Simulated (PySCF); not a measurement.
Bonds (- single, = double, # triple, : aromatic): C1=C2 1.342 Å, C2-F3 1.343 Å, C2-B4 1.554 Å, B4-C5 1.508 Å, C5#C6 1.223 Å, C6-C7 1.449 Å. C1 carries H8, H9; B4 carries H10; C7 carries H11, H12, H13. H8 is cis to F3; H9 is trans to F3.

Geometry: PBE0-D3(BJ)/def2-SVP; GIAO shifts from PySCF 2.14, gas phase, non-relativistic, averaged over equivalent atoms.

At wB97X-D/pcSseg-1 (149 basis functions, 17 s wall time on 1 thread of an Arm Neoverse V1, shared host):
```json
{"atoms": "C2", "δ (ppm)": "185.9"}
{"atoms": "C6", "δ (ppm)": "139.9"}
{"atoms": "C1", "δ (ppm)": "127.3"}
{"atoms": "C5", "δ (ppm)": "93.1"}
{"atoms": "C7", "δ (ppm)": "7.0"}
{"atoms": "F3", "δ (ppm)": "-93.4"}
{"atoms": "B4", "δ (ppm)": "51.7"}
{"atoms": "H9", "δ (ppm)": "6.02"}
{"atoms": "H10", "δ (ppm)": "5.88"}
{"atoms": "H8", "δ (ppm)": "5.84"}
{"atoms": "H11/H12/H13", "δ (ppm)": "2.19"}
```

Referencing at the same level of theory: TMS for ¹³C (σref 184.54) and ¹H (σref 31.38); ¹⁹F (σref 187.16) against CFCl3; ¹¹B (σref 101.61) against BF3·OEt2.

Problem. What do these become at PBE0/IGLO-III?

Solution. 
| atoms | δ at PBE0/IGLO-III | change |
| --- | --- | --- |
| C2 | 190.9 | +5.0 |
| C6 | 143.1 | +3.2 |
| C1 | 128.0 | +0.7 |
| C5 | 97.5 | +4.4 |
| C7 | 6.9 | -0.1 |
| F3 | -98.3 | -4.9 |
| B4 | 54.3 | +2.6 |
| H9 | 6.06 | +0.04 |
| H10 | 5.97 | +0.09 |
| H8 | 5.73 | -0.11 |
| H11/H12/H13 | 2.27 | +0.08 |

Shifts are taken against calculated references (same method and geometry level): ¹³C (183.78 ppm) and ¹H (31.37 ppm) against TMS; CFCl3 for ¹⁹F (174.63 ppm); ¹¹B (99.94 ppm) vs BF3·OEt2.

The largest change is at C2 (fully substituted alkene carbon). Cost: 305 basis functions. The order of the carbon signals is the same at both levels.

A carbon bonded to boron is broadened by the quadrupolar boron nucleus and is often missing from a measured spectrum. Unscaled 19F shifts against computed CFCl3 carry errors that often reach 10 to 50 ppm.
